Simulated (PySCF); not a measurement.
In(AsH2)(F)2 (AsF₂H₂In), SMILES [AsH2][In]([F])[F].

Geometry optimised at B3LYP-D3(BJ)/def2-SVP. The structure was generated by enumeration; whether it is a known compound was not checked. The def2 effective core potentials stand for the cores of In; spin–orbit coupling is left out.

Two levels are set side by side: TDDFT-PBE/def2-SVPD (PySCF) and TDDFT-CAM-B3LYP/def2-SVPD (PySCF). Vertical, same geometry. The lowest singlet is HOMO→LUMO 77 % with PBE and HOMO→LUMO 79 % with the other functional; states are paired by order. Differences are taken from unrounded values.

| quantity | TDDFT-CAM-B3LYP | TDDFT-PBE | TDDFT-PBE minus TDDFT-CAM-B3LYP |
|---|---|---|---|
| lowest singlet excitation (eV) | 5.48 | 4.89 | -0.59 |
| lowest triplet excitation (TDA) (eV) | 4.03 | 3.74 | -0.29 |
| first bright state (f over 0.05) (eV) | 5.48 | 4.89 | -0.59 |
| its oscillator strength | 0.30 | 0.20 | -0.11 |

Functionals without exact exchange tend to place singlet excitations lower, as here. Differences between two approximate levels are no errors against the true value.

Rough cost on one machine, each run with all the roots and properties that it gave: TDDFT-CAM-B3LYP against TDDFT-PBE about 7 times.
